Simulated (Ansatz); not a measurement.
`N[SiH2][SiH2]N`, relaxed with RKS PBE-D4/def2-SVP in Ansatz 0.2.0 from a rough embedded geometry. The force threshold is 0.03 eV/Å; the program also tests the step.

Total charge 0; spin multiplicity 1.

Start:

```xyz
12

N    -1.265    1.352   -0.771
Si   -1.337   -0.070    0.066
Si    0.795   -1.029    0.203
N     2.011    0.068    0.454
H    -0.707    2.074   -0.274
H    -2.250    1.810   -0.797
H    -1.856    0.279    1.427
H    -2.340   -0.965   -0.573
H     1.105   -1.807   -1.051
H     0.894   -2.006    1.357
H     2.038    0.683   -0.463
H     2.912   -0.389    0.421
```

(1) How much energy does the relaxation release, and in how many steps? (An estimate is asked.)

(2) Which bonds change most? (Best estimate.)

(3) Give the relaxed structure. (An estimate is asked.)

Results:

(1) Computed: 88.95 kJ/mol, in 13 steps.

(2) Computed: N1–Si2 from 1.652 to 1.761 Å; Si3–N4 from 1.657 to 1.761 Å; N4–H11 from 1.105 to 1.026 Å; N1–H6 from 1.087 to 1.025 Å.

(3) Ansatz gave: 
```xyz
12

N    -0.977    1.461   -0.399
Si   -1.399   -0.194    0.030
Si    0.742   -1.156    0.321
N     1.789    0.214   -0.038
H    -0.275    1.891    0.214
H    -1.723    2.133   -0.602
H    -2.269   -0.387    1.260
H    -2.162   -0.795   -1.122
H     0.918   -2.401   -0.531
H     1.008   -1.585    1.742
H     1.543    0.721   -0.896
H     2.805    0.099    0.021
```
